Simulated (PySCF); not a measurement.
BrSi, SMILES [Si]Br (connectivity only; charge and spin as stated), neutral, multiplicity 2. Geometry: B3LYP-D3(BJ)/def2-TZVP.

These are B3LYP-D3(BJ)/def2-TZVP (PySCF) values and carry that method's errors.

Harmonic wavenumbers (cm⁻¹): 402. Rotational constants (GHz): 4.794 (linear); symmetry number 1.

Question: Work out the zero-point energy and the ideal-gas rigid-rotor harmonic-oscillator thermochemistry at 298.15 K and 1 atm.

Answer: ZPE = ½ Σ hcν = ½ × 402 cm⁻¹ = 0.57 kcal/mol. H − E(el) = 2.84 kcal/mol. Entropy in cal/(mol K): translation 39.95, rotation 16.23, vibration 0.96, spin 1.38, total 58.51. G − E(el) = -14.60 kcal/mol. Cp = 8.42 cal/(mol K).
